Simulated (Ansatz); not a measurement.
Born–Oppenheimer molecular dynamics of CH₄F₂OSi (9 atoms, charge 0, multiplicity 1). It goes on from the last frame of an earlier run, with new velocities.

Level of theory: RHF/6-31G* in Ansatz 0.2.0.

```
ensemble        : NVT, Langevin thermostat
time step       : 0.5 fs
steps asked     : 100
set temperature : 300 K
friction        : 0.001 /fs
seed            : 35556
```

Frames 1 fs apart, positions in Å, forces in eV/Å.

Velocities at 25 fs (Å/ps):

```
Si -0.79 -3.45 -3.59
H -2.83 -27.22 17.50
F 3.14 -7.38 2.36
F 0.21 2.87 -3.60
O 2.81 7.30 3.27
C -3.03 10.51 2.36
H 32.72 0.65 -27.80
H -23.23 7.54 -14.74
H -9.04 -20.25 8.67
```

```xyz
9
Properties=species:S:1:pos:R:3:forces:R:3 time_fs=25 energy_less_start_eV=-0.237 T=419
Si 0.054 -0.002 0.249 -2.16 -1.67 -1.82
H 0.561 0.694 1.408 0.29 -0.29 0.33
F 1.109 -0.255 -0.895 0.72 0.61 0.23
F -1.001 1.028 -0.394 0.42 -0.51 0.55
O -0.579 -1.522 0.315 -2.63 -0.35 1.72
C -1.949 -2.300 0.757 2.62 3.48 -3.36
H -1.721 -2.661 1.690 0.32 -0.80 2.03
H -2.761 -1.510 0.791 1.10 -1.73 -0.50
H -1.958 -3.114 -0.003 -0.67 1.27 0.83
9
Properties=species:S:1:pos:R:3:forces:R:3 time_fs=26 energy_less_start_eV=-0.245 T=434
Si 0.053 -0.006 0.245 -2.05 -1.35 -1.61
H 0.560 0.664 1.427 0.23 -0.27 0.15
F 1.112 -0.262 -0.892 0.74 0.64 0.18
F -1.001 1.030 -0.397 0.53 -0.57 0.59
O -0.577 -1.515 0.319 -2.90 -0.63 1.58
C -1.951 -2.289 0.758 2.59 2.96 -3.76
H -1.686 -2.664 1.673 0.17 -0.68 2.27
H -2.779 -1.512 0.774 1.27 -1.72 -0.27
H -1.970 -3.128 0.010 -0.58 1.61 0.88
9
Properties=species:S:1:pos:R:3:forces:R:3 time_fs=27 energy_less_start_eV=-0.364 T=527
Si 0.051 -0.010 0.241 -1.87 -1.00 -1.34
H 0.561 0.632 1.448 0.14 -0.26 -0.09
F 1.116 -0.269 -0.890 0.73 0.67 0.15
F -1.000 1.033 -0.400 0.62 -0.61 0.63
O -0.577 -1.509 0.323 -3.15 -0.90 1.41
C -1.951 -2.274 0.756 3.21 1.93 -2.73
H -1.651 -2.674 1.675 -0.29 -0.14 1.41
H -2.784 -1.529 0.755 1.04 -1.26 -0.05
H -1.988 -3.127 0.031 -0.42 1.57 0.61
9
Properties=species:S:1:pos:R:3:forces:R:3 time_fs=28 energy_less_start_eV=-0.481 T=627
Si 0.049 -0.015 0.236 -1.64 -0.67 -1.06
H 0.565 0.597 1.469 0.05 -0.24 -0.32
F 1.120 -0.275 -0.888 0.69 0.69 0.14
F -0.999 1.035 -0.403 0.69 -0.65 0.66
O -0.578 -1.502 0.329 -3.39 -1.17 1.21
C -1.948 -2.259 0.751 4.29 0.76 -1.06
H -1.620 -2.685 1.691 -0.86 0.52 0.21
H -2.780 -1.560 0.736 0.39 -0.38 0.14
H -2.009 -3.112 0.058 -0.22 1.14 0.09
9
Properties=species:S:1:pos:R:3:forces:R:3 time_fs=29 energy_less_start_eV=-0.511 T=644
Si 0.046 -0.020 0.232 -1.39 -0.39 -0.84
H 0.569 0.560 1.487 -0.03 -0.19 -0.52
F 1.125 -0.282 -0.886 0.62 0.70 0.15
F -0.998 1.036 -0.405 0.75 -0.69 0.68
O -0.582 -1.497 0.335 -3.58 -1.40 1.00
C -1.942 -2.243 0.746 5.46 -0.13 0.57
H -1.596 -2.689 1.710 -1.30 1.02 -0.73
H -2.771 -1.594 0.718 -0.53 0.72 0.29
H -2.034 -3.085 0.086 0.00 0.36 -0.62
9
Properties=species:S:1:pos:R:3:forces:R:3 time_fs=30 energy_less_start_eV=-0.501 T=644
Si 0.042 -0.024 0.227 -1.15 -0.19 -0.66
H 0.572 0.522 1.500 -0.08 -0.11 -0.64
F 1.130 -0.288 -0.883 0.53 0.70 0.16
F -0.996 1.038 -0.407 0.79 -0.70 0.69
O -0.588 -1.492 0.342 -3.70 -1.58 0.79
C -1.931 -2.226 0.741 6.09 -0.40 1.76
H -1.585 -2.684 1.724 -1.48 1.24 -1.20
H -2.767 -1.622 0.704 -1.21 1.56 0.40
H -2.058 -3.056 0.109 0.21 -0.51 -1.29
9
Properties=species:S:1:pos:R:3:forces:R:3 time_fs=31 energy_less_start_eV=-0.576 T=690
Si 0.038 -0.029 0.222 -0.92 -0.07 -0.53
H 0.575 0.484 1.508 -0.11 -0.01 -0.70
F 1.136 -0.293 -0.881 0.41 0.69 0.19
F -0.994 1.039 -0.409 0.81 -0.70 0.68
O -0.596 -1.488 0.349 -3.67 -1.67 0.57
C -1.916 -2.210 0.737 5.53 -0.11 2.14
H -1.589 -2.667 1.726 -1.41 1.19 -1.20
H -2.775 -1.634 0.694 -1.06 1.72 0.49
H -2.081 -3.032 0.121 0.41 -1.03 -1.64
9
Properties=species:S:1:pos:R:3:forces:R:3 time_fs=32 energy_less_start_eV=-0.757 T=837
Si 0.035 -0.033 0.217 -0.73 -0.04 -0.48
H 0.577 0.446 1.508 -0.10 0.11 -0.66
F 1.141 -0.298 -0.878 0.30 0.66 0.20
F -0.992 1.040 -0.410 0.80 -0.70 0.66
O -0.607 -1.486 0.356 -3.44 -1.62 0.35
C -1.896 -2.195 0.735 3.78 0.28 1.56
H -1.605 -2.639 1.717 -1.12 0.88 -0.73
H -2.792 -1.630 0.688 -0.14 1.31 0.54
H -2.099 -3.017 0.119 0.65 -0.90 -1.45
9
Properties=species:S:1:pos:R:3:forces:R:3 time_fs=33 energy_less_start_eV=-0.927 T=970
Si 0.031 -0.038 0.211 -0.57 -0.10 -0.48
H 0.579 0.408 1.504 -0.07 0.25 -0.54
F 1.147 -0.302 -0.876 0.17 0.62 0.21
F -0.988 1.040 -0.411 0.77 -0.67 0.63
O -0.620 -1.484 0.363 -2.96 -1.40 0.13
C -1.874 -2.179 0.736 1.46 0.47 0.15
H -1.632 -2.602 1.701 -0.68 0.33 0.19
H -2.809 -1.614 0.688 0.94 0.74 0.52
H -2.112 -3.010 0.103 0.93 -0.25 -0.82
9
Properties=species:S:1:pos:R:3:forces:R:3 time_fs=34 energy_less_start_eV=-0.990 T=1030
Si 0.027 -0.043 0.206 -0.44 -0.23 -0.52
H 0.581 0.373 1.494 -0.01 0.40 -0.35
F 1.152 -0.306 -0.873 0.05 0.58 0.22
F -0.985 1.040 -0.411 0.73 -0.64 0.58
O -0.634 -1.484 0.371 -2.19 -0.98 -0.11
C -1.850 -2.162 0.736 -0.79 0.43 -1.50
H -1.664 -2.562 1.687 -0.22 -0.32 1.34
H -2.819 -1.591 0.692 1.71 0.29 0.40
H -2.114 -3.006 0.079 1.16 0.48 -0.07
9
Properties=species:S:1:pos:R:3:forces:R:3 time_fs=35 energy_less_start_eV=-0.986 T=1040
Si 0.022 -0.047 0.201 -0.31 -0.42 -0.60
H 0.583 0.341 1.481 0.07 0.54 -0.11
F 1.158 -0.310 -0.870 -0.09 0.52 0.22
F -0.981 1.039 -0.412 0.66 -0.59 0.53
O -0.649 -1.484 0.379 -1.07 -0.34 -0.39
C -1.827 -2.145 0.735 -2.61 0.08 -2.40
H -1.699 -2.525 1.685 0.10 -0.79 2.02
H -2.812 -1.565 0.700 2.00 0.04 0.21
H -2.105 -2.998 0.054 1.24 0.94 0.53
9
Properties=species:S:1:pos:R:3:forces:R:3 time_fs=36 energy_less_start_eV=-0.993 T=1039
Si 0.018 -0.052 0.195 -0.18 -0.62 -0.66
H 0.585 0.314 1.466 0.14 0.66 0.14
F 1.164 -0.313 -0.867 -0.22 0.47 0.21
F -0.976 1.038 -0.412 0.56 -0.52 0.46
O -0.665 -1.483 0.386 0.44 0.53 -0.75
C -1.806 -2.128 0.732 -4.00 -0.75 -1.85
H -1.732 -2.497 1.702 0.27 -0.81 1.60
H -2.785 -1.540 0.710 1.84 -0.01 -0.02
H -2.084 -2.981 0.034 1.14 1.07 0.88
```

Of the whole run (50 fs, mean temperature of the second half 721 K): The mean temperature of the second half is 140 % above the set value. A run of 0.05 ps of so small a system gives no equilibrium averages.

The run took 4.2 min on 1 thread of Intel(R) Xeon(R) Platinum 8259CL CPU @ 2.50GHz (Skylake/Cascade Lake), with other jobs on the host, peak memory 0.17 GiB.
